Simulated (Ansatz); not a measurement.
Si₃Ni. Total charge 0; quintet. Geometry r2SCAN-D4/def2-SVP.

```xyz
4

Ni    0.450    0.512   -0.986
Si   -0.668    0.810    0.911
Si   -1.153   -0.910   -0.667
Si    1.371   -0.412    0.742
```

The 6-31G sets use Cartesian d functions. B3LYP takes the VWN-RPA correlation. At HF/6-31G the charge 0 quintet is spin-contaminated (final ⟨S²⟩ up to 6.38, 6.00 for a pure state). At PBE0-D4/def2-TZVP a singlet of charge 0 lies 0.97 eV below the quintet, each at its own geometry. The structure comes from a short search, and lower isomers may exist.

Q: Estimate the α-spin orbital energies around the gap (eV) in Ansatz with HF/6-31G, PBE-D4/def2-TZVP, r2SCAN-D4/def2-TZVP, B3LYP-D4/6-31G, PBE0-D4/def2-TZVP.

A: 
| orbital | HF/6-31G | PBE-D4/def2-TZVP | r2SCAN-D4/def2-TZVP | B3LYP-D4/6-31G | PBE0-D4/def2-TZVP |
| --- | --- | --- | --- | --- | --- |
| HOMO−5 | -12.98 | -6.88 | -7.24 | -8.79 | -8.80 |
| HOMO−4 | -10.44 | -6.81 | -7.09 | -7.99 | -7.88 |
| HOMO−3 | -9.33 | -5.68 | -6.01 | -6.63 | -6.82 |
| HOMO−2 | -8.31 | -5.39 | -5.68 | -6.25 | -6.51 |
| HOMO−1 | -7.65 | -4.71 | -4.96 | -5.49 | -5.65 |
| HOMO | -7.55 | -4.18 | -4.41 | -5.01 | -5.04 |
| LUMO | 0.43 | -3.13 | -3.07 | -2.78 | -2.47 |
| LUMO+1 | 0.70 | -2.26 | -2.10 | -2.00 | -1.55 |
| LUMO+2 | 0.94 | -2.19 | -2.10 | -1.65 | -1.49 |
| LUMO+3 | 2.73 | -0.76 | -0.55 | 0.09 | -0.02 |
| LUMO+4 | 2.96 | -0.40 | -0.07 | 0.36 | 0.36 |
| LUMO+5 | 3.43 | 1.46 | 1.83 | 1.20 | 2.25 |
| β HOMO | -7.72 | -6.10 | -6.27 | -6.63 | -6.97 |
| β LUMO | -0.70 | -4.59 | -4.44 | -3.63 | -3.58 |
